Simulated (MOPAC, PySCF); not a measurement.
H$_{4}$O$_{2}$Si, SMILES `O[SiH2]O` (H–O–Si–O torsion -66°, O–Si–O–H torsion -66°), neutral singlet in the gas phase. 

Cartesian coordinates (Å):
SMILES: O[SiH2]O
```xyz
7

O     -1.2757    -0.5115     0.4639
Si    -0.0458     0.4186    -0.1002
O      1.3745    -0.3919    -0.2477
H     -1.5823    -1.2295    -0.0918
H      0.0552     1.5132     0.8925
H     -0.3199     0.9064    -1.4716
H      1.7940    -0.7054     0.5549
```
Charge 0, multiplicity 1.

All levels are single points at this geometry (PBE0-D4/def2-TZVP); Pople sets use spherical d functions. Orbital energies aren't observables, and empty levels follow the basis.

```json
[
 {"level": "PBE-D3(BJ)/def2-TZVP in PySCF", "HOMO (eV)": "-7.37", "LUMO (eV)": "-0.35", "gap (eV)": "7.02", "dipole (D)": "1.12", "vertical IE, Delta-SCF (eV)": "–"},
 {"level": "PBE0-D4/def2-TZVP in PySCF", "HOMO (eV)": "-8.89", "LUMO (eV)": "0.53", "gap (eV)": "9.41", "dipole (D)": "1.07", "vertical IE, Delta-SCF (eV)": "–"},
 {"level": "B3LYP/3-21G in PySCF", "HOMO (eV)": "-8.14", "LUMO (eV)": "1.57", "gap (eV)": "9.70", "dipole (D)": "1.23", "vertical IE, Delta-SCF (eV)": "–"},
 {"level": "B3LYP/LANL2DZ in PySCF", "HOMO (eV)": "-8.70", "LUMO (eV)": "0.83", "gap (eV)": "9.52", "dipole (D)": "0.69", "vertical IE, Delta-SCF (eV)": "–"},
 {"level": "BP86/6-31G* in PySCF", "HOMO (eV)": "-7.16", "LUMO (eV)": "0.44", "gap (eV)": "7.60", "dipole (D)": "1.25", "vertical IE, Delta-SCF (eV)": "–"},
 {"level": "PBE/6-31G* in PySCF", "HOMO (eV)": "-7.04", "LUMO (eV)": "0.38", "gap (eV)": "7.43", "dipole (D)": "1.24", "vertical IE, Delta-SCF (eV)": "10.60"},
 {"level": "HF/3-21G in PySCF", "HOMO (eV)": "-12.35", "LUMO (eV)": "5.49", "gap (eV)": "17.84", "dipole (D)": "0.99", "vertical IE, Delta-SCF (eV)": "–"},
 {"level": "AM1 in MOPAC", "HOMO (eV)": "-11.22", "LUMO (eV)": "1.50", "gap (eV)": "12.71", "dipole (D)": "0.59", "vertical IE, Delta-SCF (eV)": "–"},
 {"level": "PM6 in MOPAC", "HOMO (eV)": "-10.84", "LUMO (eV)": "0.28", "gap (eV)": "11.12", "dipole (D)": "1.51", "vertical IE, Delta-SCF (eV)": "–"}
]
```
